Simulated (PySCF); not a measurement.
A structure optimised at PBE0-D3(BJ)/def2-TZVP, used in a PySCF frequency run:

```
Ge
H 1 1.5378
H 1 1.5378 2 108.33
H 1 1.5378 2 108.33 3 -117.31
Si 1 2.3776 2 110.59 3 121.34
H 5 1.4867 1 110.11 2 -60.00
H 5 1.4867 6 108.82 1 -120.78
H 5 1.4867 6 108.82 7 -118.45
```

Task: Write its SMILES, formula and point group.

Result: [SiH3][GeH3], GeH6Si, C3v

Task: What are its rotational constants (standard atomic weights)?

Result: 41.559, 3.6139, 3.6139 GHz
